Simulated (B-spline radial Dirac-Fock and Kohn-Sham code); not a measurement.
# Magnetic form factor of the 4d shell of Bi⁴⁶⁺

System: Bi⁴⁶⁺, [Kr] 4d1.

Input file task.json (cfg lists n, l and occupation; rrms is the nuclear radius in fm):

```json
{"items": [{
  "Z": 83,
  "q": 46,
  "cfg": [[1, 0, 2], [2, 0, 2], [2, 1, 6], [3, 0, 2], [3, 1, 6], [3, 2, 10], [4, 0, 2], [4, 1, 6], [4, 2, 1]],
  "A": 209,
  "rrms": 5.5211,
  "do": ["scatter"],
  "s": [0.0, 0.1, 0.11, 0.13, 0.16, 0.19, 0.22, 0.26, 0.31, 0.37, 0.43, 0.51, 0.61, 0.72, 0.85, 1.01, 1.19, 1.41, 1.66, 1.97, 2.33, 2.75, 3.26],
  "pz": [0, 0.1, 0.14, 0.19, 0.26, 0.36, 0.49, 0.67, 0.92, 1.3, 1.7, 2.4, 3.3, 4.5, 6.2, 8.5, 12.0, 16.0, 22.0, 30.0, 42.0],
  "hv_scatter": [5000, 8047.8, 10000, 20000, 30000, 50000, 500000, 1000000]
}]}
```

Run with: `python xray_run.py task.json out`

The computed values come from a radial atomic solver: Dirac-Fock densities. ⟨j_K⟩ is the integral of the 4d radial density with the spherical Bessel function j_K(4πsr), s = sin θ/λ.

```csv
s (Å⁻¹),⟨j0⟩,⟨j2⟩,⟨j4⟩
0,1.0000,0.0000,0.0000
0.1,0.9896,0.0041,0.0000
0.11,0.9875,0.0050,0.0000
0.13,0.9825,0.0070,0.0000
0.16,0.9736,0.0105,0.0000
0.19,0.9630,0.0147,0.0001
0.22,0.9507,0.0195,0.0001
0.26,0.9317,0.0270,0.0003
0.31,0.9041,0.0376,0.0005
0.37,0.8659,0.0522,0.0010
0.43,0.8227,0.0684,0.0019
0.51,0.7588,0.0916,0.0035
0.61,0.6714,0.1219,0.0068
0.72,0.5703,0.1544,0.0123
0.85,0.4507,0.1886,0.0214
1.01,0.3136,0.2197,0.0365
1.19,0.1846,0.2359,0.0574
1.41,0.0731,0.2280,0.0848
```

Radial moments of the shell: ⟨r²⟩ = 0.1414, ⟨r⁴⟩ = 0.02906, ⟨r⁶⟩ = 0.007793 in powers of bohr.
